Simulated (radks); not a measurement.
Question: These are the eigenvalues of the occupied orbitals of an atom or ion with whole-number occupations (Ry). Calculated with a radial shooting solver on a logarithmic mesh with Libxc functionals: non-relativistic Kohn-Sham, LDA (Slater exchange, Perdew-Wang correlation), spin-unpolarised, spherical densities, point nucleus.

1s: -3080.800
2s: -616.1614
2p: -593.7692
3s: -233.7462
3p: -225.0709
3d: -210.9835

Which element is it, and in what charge state? The configuration may be excited.

Answer: Z = 59, praseodymium, charge +40: Pr40+ in [Ar] 3d1. The list shows which subshells hold electrons but not how many an open one holds; the 1s level, -1540.4 hartree, gives Z - s = 55.5 by -(Z - s)^2/2, which with screening narrows Z to a few neighbours, and the depths of the outer levels then fix element, charge and occupations together.
